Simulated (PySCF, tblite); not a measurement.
Isomers of C5H4F2N2, one GFN2-xTB conformer each. Single-point energies are computed at PBE0/pcSseg-1 (PySCF, gas phase, no added dispersion term), electronic only.

**Question.** Rank them by PBE0/pcSseg-1 energy, lowest first (kcal/mol).
A. `Cc1nnc(F)cc1F`
B. `[F:1][CH:2]([F:3])[c:4]1[n:5][cH:6][cH:7][cH:8][n:9]1` with F1–C2–C4–N5 121°
C. `Cc1cc(F)c(F)nn1`

**Answer.** B (0.0), A (19.3), C (23.2).

As drawn, the lowest has two fluorines on one carbon, which the highest lacks; the highest has an N–N linkage, which the lowest lacks. GFN2-xTB itself gives, in the same order: 0.0, 7.6, 10.9. Both levels put the same isomer lowest; measured from each level's own lowest isomer, the values differ by up to 12.3 kcal/mol (Cc1cc(F)c(F)nn1: 10.9 against 23.2).

**Question.** Which frontier levels, dipoles and rotational constants go with these structures?

**Answer.** 
```json
{"SMILES": "FC(F)c1ncccn1", "HOMO (eV, PBE0/pcSseg-1)": "-7.83", "LUMO (eV)": "-1.66", "dipole (D)": "4.36", "A, B, C (MHz)": "3850, 1138, 1040"}
{"SMILES": "Cc1nnc(F)cc1F", "HOMO (eV, PBE0/pcSseg-1)": "-7.31", "LUMO (eV)": "-1.80", "dipole (D)": "3.39", "A, B, C (MHz)": "3144, 1351, 950.7"}
{"SMILES": "Cc1cc(F)c(F)nn1", "HOMO (eV, PBE0/pcSseg-1)": "-7.31", "LUMO (eV)": "-1.80", "dipole (D)": "4.20", "A, B, C (MHz)": "3100, 1370, 955.7"}
```

**Question.** What happens when harmonic zero-point energies from GFN2-xTB frequencies are added?

**Answer.** 
```tsv
SMILES	ZPE (kcal/mol)	electronic (kcal/mol)	with ZPE (kcal/mol)
FC(F)c1ncccn1	53.6	0.0	0.0
Cc1nnc(F)cc1F	53.1	19.3	18.9
Cc1cc(F)c(F)nn1	53.1	23.2	22.7
```

The zero-point energies span 0.5 kcal/mol. The order is unchanged.
